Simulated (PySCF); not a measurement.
29Si chemical shifts

PySCF 2.14.0 with density-fitted response routines calculation with geometry from GFN2-xTB and σ from GIAO-PBE0/pcSseg-1; relativity neglected, in vacuum, rapidly exchanging positions averaged, a single conformation.

Shieldings were converted by a linear fit to measured shifts: 29Si (scatter 8.9 ppm rms, 25.8 ppm with the 6 outliers that the fit left out vs TMS, solution or neat liquid). A few per cent of atoms miss by over 2 rms, more outside the fitted compound classes.

Question: Give the 29Si shifts of `C[Si@@]1(P)C[C@@H](C=O)[SiH2]O1`, `N[SiH2][SiH3]`.

Answer: 
```
                                                            compound                                             environment  δ (ppm)
[CH3:1][Si@@:2]1([PH2:3])[CH2:4][C@@H:5]([CH:6]=[O:7])[SiH2:8][O:9]1  Si2: silicon bonded to 2 C, O, P, in a 5-membered ring     32.3
[CH3:1][Si@@:2]1([PH2:3])[CH2:4][C@@H:5]([CH:6]=[O:7])[SiH2:8][O:9]1  Si8: silicon bonded to C, O, 2 H, in a 5-membered ring    -21.3
                                             [NH2:1][SiH2:2][SiH3:3]                       Si2: silicon bonded to N, Si, 2 H    -50.4
                                             [NH2:1][SiH2:2][SiH3:3]                          Si3: silicon bonded to Si, 3 H   -106.1
```

Question: Order these by 29Si shift, lowest first.
A. C[Si](C)(C)n1cccn1
B. C/C=C(/OC)C(C)(C)[SiH3]
C. C=N[SiH2]C(C)(C)CC#N
D. N[Si@@H]1CC[C@@H]1F

Answer: B (-56.9 ppm, silicon bonded to C, 3 H), C (-26.9 ppm, silicon bonded to C, N, 2 H), D (-11.3 ppm, silicon bonded to 2 C, N, H, in a 4-membered ring), A (4.3 ppm, silicon bonded to 3 C, N).
